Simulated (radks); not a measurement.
The tellurium anion Te2-, [Xe], held by a Watson sphere: a shell of charge +1.22 at radius R that stands for the Madelung well of a crystal (potential energy -1.22/R inside, -1.22/r outside, in hartree with lengths in bohr). All-electron calculation, scalar-relativistic Kohn-Sham, LDA (Slater exchange, Perdew-Wang correlation), spin-polarised, spherical densities, point nucleus. Program: a radial shooting solver on a logarithmic mesh with Libxc functionals.

| R (bohr) | e(4d) (eV) | e(5s) (eV) | e(5p) (eV) | <r> 5p (bohr) | sum of <r^2> (bohr^2) | X-ray form factor at sin(theta)/lambda = 0.3 1/angstrom |
|---|---|---|---|---|---|---|
| 2.72 | -35.208 | -10.153 | -1.549 | 2.853 | 87.38 | 35.979 |
| 2.77 | -35.181 | -10.106 | -1.527 | 2.864 | 87.85 | 35.982 |
| 2.84 | -35.148 | -10.041 | -1.495 | 2.878 | 88.51 | 35.987 |
| 3.28 | -35.006 | -9.681 | -1.275 | 2.967 | 92.72 | 36.015 |
| 4.39 | -34.750 | -9.022 | -0.689 | 3.165 | 103.1 | 36.051 |
| 4.98 | -34.609 | -8.769 | -0.412 | 3.253 | 108.6 | 36.057 |
| 5.38 | -34.516 | -8.624 | -0.245 | 3.309 | 112.3 | 36.059 |
| 5.53 | -34.482 | -8.575 | -0.187 | 3.329 | 113.7 | 36.060 |
| 5.55 | -34.478 | -8.569 | -0.179 | 3.332 | 113.9 | 36.060 |
